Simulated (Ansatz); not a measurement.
Basis-set series for C$_{3}$H$_{5}$BrSi, SMILES `C=C1[SiH2]C1Br`. Charge 0, multiplicity 1. The structure was optimised at the PBE0-D4/def2-TZVP level.

| functional | basis | functions | energy (Eh) | HOMO (eV) | LUMO (eV) |
| --- | --- | --- | --- | --- | --- |
| PBE0-D4 | def2-SVP | 117 | -2979.84970 | -7.02 | -1.34 |
| PBE0-D4 | def2-TZVPP | 253 | -2980.39088 | -7.12 | -1.51 |
| ωB97M-V | def2-SVP | 117 | -2980.17965 | -9.15 | 0.79 |
| ωB97M-V | def2-TZVPP | 253 | -2980.72574 | -9.26 | 0.53 |

Q: Give the rows for def2-QZVPP. (An estimate is asked.)

A: Ansatz gave: 
| functional | basis | functions | energy (Eh) | HOMO (eV) | LUMO (eV) |
| --- | --- | --- | --- | --- | --- |
| PBE0-D4 | def2-QZVPP | 480 | -2980.45955 | -7.13 | -1.55 |
| ωB97M-V | def2-QZVPP | 480 | -2980.79139 | -9.28 | 0.44 |

Positive LUMOs are unbound and depend on the basis. Scalar relativity is left out up to krypton.
